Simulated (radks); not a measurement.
Values are calculated unless marked as measured or tabulated.
Isoelectronic series with 9 electrons, each ion in its NIST ground configuration. Level of theory: scalar-relativistic Kohn-Sham, PBEsol, spin-polarised, spherical densities, finite nucleus; open shells are filled with parallel spins first (spin-orbit coupling, left out, can overturn this in heavy ions); Fermi nuclear charge, rms radius of each element as measured or else 0.836 A^(1/3) + 0.57 fm (a radial shooting solver on a logarithmic mesh with Libxc functionals). Total energies (hartree) and mean radii <r> (bohr):

\begin{tabular}{lrrrrr}
ion & configuration & E (hartree) & 2p down & 2p up & 2s down \\ \hline
F & [He] 2s2 2p5 & -99.46302 & 1.127 & 1.088 & 1.012 \\
Si5+ & [He] 2s2 2p5 & -279.40227 & 0.5089 & 0.5051 & 0.5500 \\
K10+ & [He] 2s2 2p5 & -554.38355 & 0.3347 & 0.3332 & 0.3755 \\
Cr15+ & [He] 2s2 2p5 & -925.34686 & 0.2496 & 0.2488 & 0.2844 \\
Cu20+ & [He] 2s2 2p5 & -1393.69522 & 0.1988 & 0.1984 & 0.2284 \\
Se25+ & [He] 2s2 2p5 & -1961.24687 & 0.1651 & 0.1648 & 0.1904 \\
Ru35+ & [He] 2s2 2p5 & -3403.47672 & 0.1228 & 0.1226 & 0.1417 \\
In40+ & [He] 2s2 2p5 & -4284.17674 & 0.1086 & 0.1085 & 0.1252 \\
Xe45+ & [He] 2s2 2p5 & -5276.25180 & 0.09727 & 0.09716 & 0.1118 \\
\end{tabular}
